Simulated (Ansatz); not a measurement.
FH6NSi2: structure from calculated spectroscopic constants

These gas-phase data were calculated for one isomer of FH6NSi2 at PBE0-D3(BJ)/def2-SVP (harmonic, unscaled wavenumbers; equilibrium rotational constants with average atomic masses):

| Item | Value |
| --- | --- |
| rotational constants | 5.73, 2.862, 2.142 GHz |
| all wavenumbers above 1500 cm⁻¹ | 3714, 3613, 2257, 2238, 2228, 2217, 1545 |
| dipole moment | 1.88 D (PBE0/def2-TZVPD) |

Candidates:

(1) `F[SiH2]N[SiH3]`, a singlet
(2) `N[Si@H](F)[SiH3]`, a singlet

Q: Which structure fits?

A: Candidate (2). 2 modes lie between 3250 and 3800 cm⁻¹, one for each N–H bond, while (1) has 1.

The same quantities for all candidates:

```tsv
	rotational constants (GHz)	wavenumbers above 1500 cm⁻¹	dipole (D)	E above the lowest, PBE0-D3(BJ)/def2-SVP (kcal/mol)
(1)	11.27, 2.002, 1.873	3612, 2289, 2274, 2255, 2232, 2224	1.78	0.0
(2)	5.73, 2.862, 2.142	3714, 3613, 2257, 2238, 2228, 2217, 1545	1.88	10.5
```

Each candidate is one conformer. Programs: Ansatz 0.2.0.
